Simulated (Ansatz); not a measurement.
Ge₃Se₃⁻. Charge -1, multiplicity 2. Geometry PBE0-D4/def2-SVPD; atoms count from 1.

Cartesian coordinates in Å:
```
Ge 0.098 -1.417 0.763
Ge -1.914 0.064 -1.643
Ge 0.824 1.386 0.028
Se 1.956 -0.066 1.679
Se -1.515 0.606 0.813
Se 0.551 -0.573 -1.640
```

The structure comes from a short search, and lower isomers may exist.

Q: Estimate the Mulliken populations from the PBE0/def2-TZVPD orbitals of Ansatz.

A: 
```
atom  charge (e)  spin (α − β)
 Ge1        0.19          0.04
 Ge2       -0.03          0.93
 Ge3        0.19          0.04
 Se4       -0.54         -0.02
 Se5       -0.41          0.00
 Se6       -0.41          0.00
```
Mulliken values depend strongly on the basis. With diffuse functions, as here, like atoms can get unlike values, and bond orders can come out too low or too high.

Q: Where does the spin sit?

A: Summed by element: Ge 1.01, Se -0.01, of 1 unpaired in all. Largest on single atoms: Ge2 0.93, Ge1 0.04, Ge3 0.04.

Q: And the Mayer bond orders between heavy atoms (over 0.3)?

A: Ge1–Se4 0.93 (2.47 Å); Ge1–Se5 0.64 (2.59 Å); Ge1–Se6 0.64 (2.59 Å); Ge2–Se5 0.76 (2.55 Å); Ge2–Se6 0.76 (2.55 Å); Ge3–Se4 0.93 (2.47 Å); Ge3–Se5 0.64 (2.59 Å); Ge3–Se6 0.64 (2.59 Å).
